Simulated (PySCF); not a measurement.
From computed data to an observable: chemical shift, span and skew from a shielding tensor

Ge(F)(Cl)(NH2)2 (ClFGeH4N2), SMILES [F][Ge]([NH2])([NH2])[Cl]. Atoms are numbered in the order given.

```xyz
9

N     -1.5965    -0.9212    -0.5010
Ge    -0.0395    -0.2524     0.1023
N      1.3237    -1.4381    -0.0634
F     -0.1083     0.0571     1.8117
Cl     0.2398     1.7087    -0.7844
H     -1.5729    -1.8834    -0.8315
H     -2.1611    -0.3231    -1.0991
H      2.0602    -1.2926     0.6288
H      1.7450    -1.4724    -0.9921
```

The structure is a stationary point at TPSSh-D3(BJ)/def2-SVP. The values are those of a single conformer.

GIAO shieldings from PySCF with B3LYP/pcSseg-1, non-relativistic, no solvent. The symmetric part of the tensor of F4 has the principal values 248.4, 280.7, 379.8 ppm. The same nucleus in CFCl3 has σ = 161.7 ppm at this level (PySCF, at its B3LYP-D3(BJ)/def2-TZVP geometry). Without spin–orbit terms, shifts of atoms bonded to Cl or Br come out too high.

Work out the isotropic shielding, the ¹⁹F shift against CFCl3, the span and the skew.


σ(iso) = (σ11 + σ22 + σ33)/3 = 303.0 ppm. δ = σ(ref) − σ(iso) = 161.7 − (303.0) = -141.3 ppm.
Span Ω = σ33 − σ11 = 131.4 ppm. Skew κ = 3(σ(iso) − σ22)/Ω = 0.51. Tumbling in solution averages the tensor to δ; in a static solid the shielding alone would spread this spin-1/2 line over Ω.
